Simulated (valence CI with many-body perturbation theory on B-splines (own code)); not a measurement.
## E1 transitions of Zr

Computed by relativistic CI+MBPT: four valence electrons over a frozen Dirac-Fock core [Kr], radial functions for each j: 9 s, 9 p, 10 d, 8 f, 5 g, 3 h, 1 i, with the one-electron correlation potential Σ1, the two-electron term Σ2, the three-electron term Σ3, Breit, model QED; selected CI, second order for the rest, scaled by the run's own slope (own B-spline code, finite nucleus).

Against 42 measured levels this calculation errs by 226 cm⁻¹ on average and by 361 at most. These come from a selection out of the NIST Handbook of Basic Atomic Spectroscopic Data. Levels without a partner in it may be off by more, other configurations by 1,000 to 4,000 cm⁻¹. Among the levels kept, up to 580 cm⁻¹ of a level comes from second order outside the variational space, and about a tenth of that is noise between levels of different J, which matters for small intervals. 1 measured level below the end of the list, from 13142 cm⁻¹ on, found no clear computed partner.

Lines 1 to 50 of 169 in falling wavelength, among levels below 2.588 eV, chosen from the strongest by gf and those to the six lowest levels. Wavelengths and rates use the calculated energies, so an error of 200 cm⁻¹ moves a line at 2455 nm by 4.9 % and its rate by three times that or more. Electric multipoles are in the length gauge, E1 and E2 with the static RPA response of the core. Weak lines are less certain than strong ones. Lines between different terms over intervals too small for the method are left out, as are lines whose strength nearly cancels. Where a level lies close to another of its J and parity, the split of strength between their lines is uncertain. The highest levels of a list are the least certain.

Names give the largest LS component (configuration and term), which can be under half, so a name can repeat, a term be missing and a line seem to break the LS rules; names also repeat where a configuration has a term twice. Letters in brackets count levels of one name in rising energy.

```
λ vac (nm)  λ from measured levels          Upper            Lower   A (s⁻¹)  S (a.u.) with core polarisation  S without
      2455                    2449  4d²5s5p ³F°_3       4d³5s ³G_4  9.19e+03                         4.70e-01   5.07e-01
      2284                               4d⁴ ⁵D_0    4d²5s5p ⁵F°_1  3.62e+04                         2.13e-01   2.35e-01
      2253                          4d²5s5p ³P°_2   4d³5s ³P_1 [a]  1.12e+04                         3.17e-01   3.44e-01
      2247                    2304  4d²5s5p ³F°_2   4d³5s ³F_3 [a]  4.86e+03                         1.36e-01   1.51e-01
      2225                          4d²5s5p ³P°_1   4d³5s ³P_1 [a]  1.31e+04                         2.14e-01   2.32e-01
      2134                    2091  4d²5s5p ³F°_4       4d³5s ³G_5  5.67e+03                         2.45e-01   2.63e-01
      2102                          4d²5s5p ³P°_1   4d³5s ³P_0 [a]  2.97e+04                         4.08e-01   4.43e-01
      2095                    2085  4d²5s5p ³F°_4       4d³5s ³G_4  5.62e+03                         2.30e-01   2.54e-01
      2089                    2148  4d²5s5p ³F°_2   4d³5s ³F_2 [a]  2.39e+04                         5.37e-01   5.86e-01
      2059                          4d²5s5p ³P°_0   4d³5s ³P_1 [a]  2.85e+04                         1.23e-01   1.35e-01
      2005                    2046  4d²5s5p ³F°_3   4d³5s ³F_3 [a]  3.62e+04                         1.01e+00   1.10e+00
      1936                    1943  4d²5s5p ⁵F°_1   4d³5s ³F_2 [a]  1.38e+04                         1.49e-01   1.63e-01
      1905                    1918  4d²5s5p ³F°_4   4d³5s ³F_4 [a]  5.32e+04                         1.64e+00   1.79e+00
      1878                    1922  4d²5s5p ³F°_3   4d³5s ³F_2 [a]  4.79e+03                         1.10e-01   1.21e-01
      1851                    1821  4d²5s5p ⁵F°_4   4d³5s ³F_4 [a]  4.20e+03                         1.18e-01   1.30e-01
      1841                          4d²5s5p ³D°_3       4d³5s ³G_4  5.24e+03                         1.13e-01   1.26e-01
      1759                    1786  4d²5s5p ³F°_4   4d³5s ³F_3 [a]  4.69e+03                         1.13e-01   1.26e-01
      1708                          4d²5s5p ³D°_1   4d³5s ³F_2 [a]  3.98e+04                         2.94e-01   3.27e-01
      1695                          4d²5s5p ³P°_2       4d³5s ³D_2  1.09e+04                         1.31e-01   1.48e-01
      1693                          4d²5s5p ³D°_3   4d³5s ³F_4 [a]  3.91e+04                         6.56e-01   7.27e-01
      1681                          4d²5s5p ³D°_2   4d³5s ³F_3 [a]  3.07e+04                         3.60e-01   3.99e-01
      1667                          4d5s²5p ¹D°_2   4d³5s ³F_2 [a]  2.99e+04                         3.41e-01   3.79e-01
      1576                          4d²5s5p ³D°_3   4d³5s ³F_3 [a]  2.68e+04                         3.62e-01   4.03e-01
      1488                          4d²5s5p ³D°_3       4d³5s ⁵P_3  8.03e+03                         9.14e-02   9.84e-02
      1437                          4d²5s5p ³D°_3       4d³5s ⁵P_2  1.35e+04                         1.38e-01   1.47e-01
      1384                    1373  4d²5s5p ⁵D°_3   4d³5s ³F_4 [a]  1.00e+04                         9.20e-02   1.02e-01
      1292                    1240  4d²5s5p ⁵D°_2       4d³5s ⁵P_3  3.29e+04                         1.75e-01   1.86e-01
      1290                    1238  4d²5s5p ⁵D°_1       4d³5s ⁵P_2  1.40e+05                         4.43e-01   4.72e-01
      1289                    1236  4d²5s5p ⁵D°_0       4d³5s ⁵P_1  5.35e+05                         5.65e-01   6.01e-01
      1268                    1218  4d²5s5p ⁵D°_1       4d³5s ⁵P_1  4.14e+05                         1.25e+00   1.33e+00
      1253                    1204  4d²5s5p ⁵D°_2       4d³5s ⁵P_2  3.47e+05                         1.68e+00   1.80e+00
      1244                    1195  4d²5s5p ⁵D°_3       4d³5s ⁵P_3  1.96e+05                         1.31e+00   1.39e+00
      1232                    1185  4d²5s5p ⁵D°_2       4d³5s ⁵P_1  1.93e+05                         8.93e-01   9.52e-01
      1213                    1166  4d²5s5p ⁵D°_4       4d³5s ⁵P_3  6.53e+05                         5.18e+00   5.55e+00
      1208                    1162  4d²5s5p ⁵D°_3       4d³5s ⁵P_2  4.23e+05                         2.58e+00   2.76e+00
      1103                          4d²5s5p ³P°_2       4d³5s ⁵P_3  2.86e+04                         9.45e-02   1.04e-01
      1059                          4d²5s5p ³P°_2       4d³5s ⁵P_1  6.37e+04                         1.87e-01   2.03e-01
      1053                          4d²5s5p ³P°_1       4d³5s ⁵P_1  4.20e+04                         7.25e-02   7.74e-02
      1029                    1025  4d²5s5p ⁵G°_2       4d³5s ⁵F_2  2.44e+04                         6.56e-02   7.22e-02
      1013                    1009  4d²5s5p ⁵G°_2       4d³5s ⁵F_1  1.31e+05                         3.35e-01   3.72e-01
      1010                    1005  4d²5s5p ⁵G°_3       4d³5s ⁵F_3  2.43e+04                         8.65e-02   9.46e-02
      1009                   960.9  4d²5s5p ⁵G°_2      4d²5s² ³P_1  1.55e+04                         3.92e-02   4.37e-02
     988.4                   982.3  4d²5s5p ⁵G°_4       4d³5s ⁵F_4  1.63e+04                         7.01e-02   7.58e-02
     987.4                   982.5  4d²5s5p ⁵G°_3       4d³5s ⁵F_2  1.82e+05                         6.06e-01   6.72e-01
     960.7                   955.0  4d²5s5p ⁵G°_4       4d³5s ⁵F_3  2.25e+05                         8.87e-01   9.83e-01
     954.1                   907.8  4d²5s5p ⁵G°_3  4d²5s² ¹D_2 [a]  1.27e+03                         3.80e-03   4.32e-03
     934.4                   928.0  4d²5s5p ⁵G°_5       4d³5s ⁵F_4  2.60e+05                         1.15e+00   1.27e+00
     927.9                   893.3  4d²5s5p ³F°_2  4d²5s² ¹D_2 [b]  3.51e+04                         6.91e-02   7.23e-02
     908.7                   901.8  4d²5s5p ⁵G°_6       4d³5s ⁵F_5  2.80e+05                         1.35e+00   1.49e+00
     883.9                   851.6  4d²5s5p ³F°_3  4d²5s² ¹D_2 [b]  2.46e+04                         5.86e-02   6.47e-02
```
